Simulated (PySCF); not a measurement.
How methods differ on the ionisation energy of Bi⁺

Bi⁺ [Xe] 4f14 5d10 6s2 6p2 (3P) → Bi²⁺ [Xe] 4f14 5d10 6s2 6p1 (2P), as a difference of total energies. Calculation: PySCF 2.14, in aug-cc-pwCVDZ-PP with ECP60MDF; a scalar-relativistic core potential. Correlated levels: valence: 5s2 5p6 5d10 frozen; valence and next inner shell: nothing frozen outside the core potential. The calculations carry no spin-orbit coupling.

```json
{"method": "UHF", "ionisation energy (eV)": "15.299"}
{"method": "LDA", "ionisation energy (eV)": "15.969"}
{"method": "PBE", "ionisation energy (eV)": "15.757"}
{"method": "PBE0", "ionisation energy (eV)": "15.814"}
{"method": "r2SCAN", "ionisation energy (eV)": "15.899"}
{"method": "wB97X-V", "ionisation energy (eV)": "15.636"}
{"method": "wB97X", "ionisation energy (eV)": "15.544"}
{"method": "HSE06", "ionisation energy (eV)": "15.808"}
{"method": "MN15", "ionisation energy (eV)": "15.870"}
{"method": "MP2 (valence)", "ionisation energy (eV)": "15.508"}
{"method": "SCS-MP2 (valence)", "ionisation energy (eV)": "15.456"}
{"method": "MP2 (valence and next inner shell)", "ionisation energy (eV)": "15.665"}
{"method": "SCS-MP2 (valence and next inner shell)", "ionisation energy (eV)": "15.546"}
```

Task: How much does correlation contribute at MP2 (valence and next inner shell)?

Result: 15.665 − (15.299) = 0.366 eV, measured against UHF.

Spin-orbit coupling is strong in these open shells (close to jj coupling). The scalar numbers leave it out and a first-order estimate fails, so it can dominate the gap to the real levels.

Errors of the correlated levels include the incompleteness of this basis and the frozen core.

For comparison: 16.703 eV (measured; NIST Atomic Spectra Database, ionization energies).
